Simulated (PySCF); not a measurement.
Work out the structure from these simulated measurements.

Elements present: C, H, N and Se. Monoisotopic mass: 196.9744 u.

* NMR, other nuclei: isotropic shieldings of nuclei other than C and H, by class: -100 (1 N), 1465 (1 Se) ppm [GIAO B97-2/pcSseg-1]
* 13C NMR: chemical shifts (computed TMS as zero) by class: 139.5 (1 C), 133.3 (2 C), 129.7 (1 C), 128.3 (2 C), 112.4 (1 C), 22.7 (1 C) ppm [GIAO B97-2/pcSseg-1]
* UV, strongest line: among the 10 lowest singlet transitions: S9 at 6.57 eV (189 nm, f = 0.303) [TDDFT CAM-B3LYP/def2-SVPD]
* UV, first state: lowest singlet excitation: 4.37 eV (284 nm, f = 0.000) [TDDFT CAM-B3LYP/def2-SVPD]
* Rotational structure: rotational constants A, B, C: 2.468, 0.520, 0.430 GHz [PBE0-D3(BJ)/def2-SVP]
* Valence photoelectron: vertical ionisation energy: 8.56 eV [ΔSCF CAM-B3LYP/def2-SVPD]
* Dipole: 4.67 D [CAM-B3LYP/def2-SVPD]
* Polarisability: 124.3 au [CAM-B3LYP/def2-SVPD]

The electronic properties come from PySCF, for the isolated species, density fitting. Levels stand in brackets. The structure is a single PBE0-D3(BJ)/def2-SVP conformer in the gas phase; no vibrational or solvent corrections. Relativistic effects, spin–orbit coupling among them, are left out although an element past zinc is present. Each NMR value is the plain mean over a class of atoms that symmetry, rotation or inversion makes alike.

**Question.** Which formula fits the mass and the elements?

**Answer.** C8H7NSe (calculated 196.9744). No other formula that holds each of these elements comes within 0.0003 u with a fitting electron parity and a possible valence count.

**Question.** Propose a structure and show how it fits.

**Answer.** Numbering: `[CH3:1][c:2]1[cH:3][cH:4][c:5]([Se:6][C:7]#[N:8])[cH:9][cH:10]1`. 8 carbons fall into 6 classes; from least to most shielded: substituted aromatic carbon [C2] (139.5 ppm), aromatic CH carbon [C3/C10] (133.3 ppm, 2 C), substituted aromatic carbon [C5] (129.7 ppm), aromatic CH carbon [C4/C9] (128.3 ppm, 2 C, up to 2.1 ppm apart in this geometry), cyano carbon [C7] (112.4 ppm), benzylic-type carbon [C1] (22.7 ppm). The other shieldings belong to: -100 ppm, cyano nitrogen [N8]; 1465 ppm, selenium bonded to 2 C [Se6]. The first electron is taken from the HOMO, whose largest Löwdin shares are 0.35 on the selenium bonded to 2 C, 0.14 on a substituted aromatic carbon, 0.12 on a substituted aromatic carbon and 0.07 on the cyano carbon. By its constants the optimised geometry is an asymmetric top. Structure: `Cc1ccc([Se]C#N)cc1`. Computed isomers that give other values at the same levels: `C=Cc1cc(C#CC)[se]n1` (rotational constant A: 1.967 GHz; this holds for the one conformer computed). The assignments are read from this structure; whether some other isomer fits the data as well wasn't checked. NMR values of atoms bound to Se lack the spin–orbit term that these neighbours bring.

Conformer computed: `[CH3:1][c:2]1[cH:3][cH:4][c:5]([Se:6][C:7]#[N:8])[cH:9][cH:10]1`: C4–C5–Se6–C7 -1°.
